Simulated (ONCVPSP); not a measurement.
**rubidium, ONCV: configuration errors across variants**

rubidium, optimised norm-conserving Vanderbilt (ONCV), made with ONCVPSP 4.0.1 (PBE, fully relativistic). Core [Ar] 3d10, reference 4s2 4p6 5s1. Waves: 4s+5s: rc 2.85 bohr, ncon 4, nbas 7, qcut 4 1/bohr, 2 projectors; 4p: rc 2.20 bohr, ncon 5, nbas 8, qcut 7.8 1/bohr, 3 projectors, debl 0.5 Ha; d scattering state at 0.21 Ha: rc 2.15 bohr, ncon 4, nbas 8, qcut 4.5 1/bohr, 2 projectors, debl 1.5 Ha. Local part: polynomial inside 2.05 bohr (lpopt 5, dvloc0 0 Ha). Core correction: Teter function, fcfact 4.5, rcfact 1.5.

Open shells are filled in proportion to 2j + 1.

In the p channel the program set the typed energies aside and used -0.576, 0.250, 0.750 Ha (j = l + 1/2; the other j can differ).

All-electron excitation energies from the reference (eV): (1) 4s2 4p6 5s0 4.153; (2) 4s2 4p6 5s0.5 1.578; (3) 4s2 4p6 5s0 5p1 1.519; (4) 4s2 4p5 5s1 21.151.

Errors AE − PS in meV (a dash: test not solved or not reliable):

```tsv
change	(1)	(2)	(3)	(4)	bound ghosts	GHOST(+) flags above zero
base	-0.4	-0.1	-0.4	+4.1	none	d5/2
s: rc 1.94; local potential polynomial inside 1.94 bohr (lpopt 5, dvloc0 0 Ha)	-0.2	0.0	-0.3	-0.8	none	d5/2, d3/2
s: rc 2.64	-0.4	-0.1	-0.4	+2.9	none	d5/2
s: rc 3	-0.4	-0.1	-0.4	+4.9	none	d5/2
s: rc 3.3	-0.5	-0.1	-0.4	+6.8	none	d5/2
s: rc 3.54	-0.5	-0.1	-0.5	+8.8	none	d5/2
s: rc 3.82	-0.7	-0.1	-0.6	+11	none	d5/2
s: rc 4.2	-1.2	-0.2	-0.8	+12	none	d5/2
```

Task: Give the same row for: s: rc 2.34.

Result: -0.4, 0.0, -0.3, +0.7; bound ghosts: none; GHOST(+) flags above zero: d5/2.
